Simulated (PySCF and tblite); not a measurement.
Results of a calculation; reference values are marked as such.
C₇H₁₂O, numbered as in [CH3:1][C@@H:2]1[CH2:3][CH2:4][CH2:5][CH2:6][C:7]1=[O:8].

Conformers came from 60 starts (ETKDG and KDG, MMFF94s, GFN2-xTB); geometries are GFN2-xTB. Free energies are PBE0-D3(BJ)/pcSseg-1 single points with GFN2-xTB rigid-rotor and vibrational terms (modes under about 100 cm⁻¹ blended into free rotors). Symmetry numbers and mirror images are counted. Conformers within 2.5 kcal/mol (GFN2-xTB free energy) were kept, 5 at most. Run with PySCF (density fitting) and tblite.

Rotational constants are equilibrium values for the commonest isotopes; dipoles come from the energy level named.

The 6-ring runs over atoms 2–3–4–5–6–7.

```json
{"conformer": "1", "shape": "6-ring chair (all substituents equatorial)", "symmetry": "C1", "weight %": "96.1"}
{"conformer": "2", "shape": "6-ring chair (C1 axial)", "symmetry": "C1", "weight %": "3.5"}
{"conformer": "3", "shape": "6-ring twist-boat (ring torsions 31, 30, -62, 29, 31, -64°)", "symmetry": "C1", "weight %": "0.4"}
```

Sets of constants, in random order:

```csv
set,A (MHz),B (MHz),C (MHz),abs μa (D),abs μb (D),abs μc (D)
P,2559,2145,1500,2.81,1.10,0.97
Q,2909,2028,1324,2.17,1.93,1.02
R,2908,2010,1302,2.54,1.68,0.07
```

Q: Match each set to its conformer.

A: P is conformer 2, Q is conformer 1, R is conformer 3.
